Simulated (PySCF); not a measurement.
Atoms are numbered as in `[CH3:1][CH2:2][CH2:3]/[CH:4]=[CH:5]/[C:6]#[C:7][SiH3:8]`. Each H is labelled by its parent atom.

- coordinates at the GFN2-xTB level
- σ from GIAO-PBE0/pcSseg-1
- program: PySCF 2.14.0 with density-fitted response routines
- isolated molecule, a single conformation, rapidly exchanging positions averaged, relativity neglected

Task: Predict the 2D correlation tables (HSQC, COSY, HMBC).

Result: 

HSQC (one-bond C–H):
```csv
δH,δC
6.66 (H(C4)),159.6 (C4)
5.76 (H(C5)),115.5 (C5)
2.09 (H(C3)),42.6 (C3)
1.38 (H(C2)),28.4 (C2)
1.09 (H(C1)),17.2 (C1)
```

COSY cross peaks (H two or three bonds apart, from the bond graph; peaks can be absent where the dihedral angle is near 90°):
```csv
δH,δH
6.66 (H(C4)),5.76 (H(C5))
6.66 (H(C4)),2.09 (H(C3))
2.09 (H(C3)),1.38 (H(C2))
1.38 (H(C2)),1.09 (H(C1))
```

HMBC (two and three bonds, from the bond graph):
```csv
δH,δC
6.66 (H(C4)),"115.8 (C6), 115.5 (C5), 42.6 (C3), 28.4 (C2)"
5.76 (H(C5)),"159.6 (C4), 115.8 (C6), 90.3 (C7), 42.6 (C3)"
4.32 (H(Si8)),"115.8 (C6), 90.3 (C7)"
2.09 (H(C3)),"159.6 (C4), 115.5 (C5), 28.4 (C2), 17.2 (C1)"
1.38 (H(C2)),"159.6 (C4), 42.6 (C3), 17.2 (C1)"
1.09 (H(C1)),"42.6 (C3), 28.4 (C2)"
```

Chemical shifts δ = σref − σ; $^{1}$H and $^{13}$C against TMS, all at this level.

Short H···H contacts in this conformer between protons four or more bonds apart (candidates for NOE cross peaks, intensity ∝ r⁻⁶): H(C3)···H(C5) 2.42 Å, H(C1)···H(C3) 2.54 Å, H(C2)···H(C4) 2.61 Å.

Shifts are as computed. Against solution values, carbons near 30 ppm lie about +3 ppm off and those near 130 ppm about +5 ppm. Of 1211 compounds with measured shifts, 218 miss one by over three times the rms of a fit or turn the order of signals round; such compounds aren't used in these exercises.
